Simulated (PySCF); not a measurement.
**Computed NMR parameters against published values**

Atom-mapped SMILES (the numbers label the heavy atoms): `[O:1]=[S:2](=[O:3])([Cl:4])[c:5]1[cH:6][cH:7][cH:8][cH:9][cH:10]1`. Each H is labelled by its parent atom.

Published estimates (parent shift plus substituent increments) and measurements: δ 13C C8 135.3; C7/C9 129.7; C6/C10 126.8; δ 1H H(C6)/H(C10) 8.02; H(C8) 7.71; H(C7)/H(C9) 7.61 ppm (estimated from measurements, as parent shift plus tabulated substituent increment; solution, not stated per compound (mostly CDCl3 or CCl4); Pretsch, Buehlmann, Badertscher, Structure Determination of Organic Compounds, 4th ed. (2009)).

[PySCF 2.14: structure optimised with PBE0-D3(BJ)/def2-SVP; GIAO B3LYP/pcSseg-1 shieldings; rapidly exchanging positions averaged; one computed conformer; no relativistic terms; no solvent model]

(1) How close does the calculation come?

(2) How far are the unscaled 13C shifts from the references?

(3) How far are the unscaled 1H shifts from the references?

Answers

(1) 
Reference values: estimated from measurements, as parent shift plus tabulated substituent increment (solution, not stated per compound (mostly CDCl3 or CCl4); Pretsch, Buehlmann, Badertscher, Structure Determination of Organic Compounds, 4th ed. (2009)).
```
       atoms  quantity  reference  computed  computed, scaled
          C8     δ 13C      135.3     140.8             134.9
       C7/C9     δ 13C      129.7     135.3             129.6
      C6/C10     δ 13C      126.8     132.8             127.1
H(C6)/H(C10)      δ 1H       8.02      8.04                 –
       H(C8)      δ 1H       7.71      7.62                 –
 H(C7)/H(C9)      δ 1H       7.61      7.55                 –
```

Computed shifts are σ(ref) − σ with the named reference compound (TMS for H and C) calculated as an isolated molecule at the same level. The measured values may be among those fitted. Scaled to experiment by linear calibration (H and C: mostly CDCl3 data, vs TMS): 13C: δ = 171.84 − 0.962σ (rms 1.1 ppm, 42 shifts, 1.5 ppm with the 1 outlier that the fit left out). Occasional misses reach two or three times the rms, and more in compound classes unlike the fitted ones.

(2) Mean signed difference +5.70 ppm, mean absolute 5.70 ppm over 3 comparisons; the largest is +6.0 ppm at C6/C10 (aromatic CH).

(3) Mean signed difference -0.04 ppm, mean absolute 0.06 ppm over 3 comparisons; the largest is -0.09 ppm at H(C8) (hydrogen on an aromatic CH).
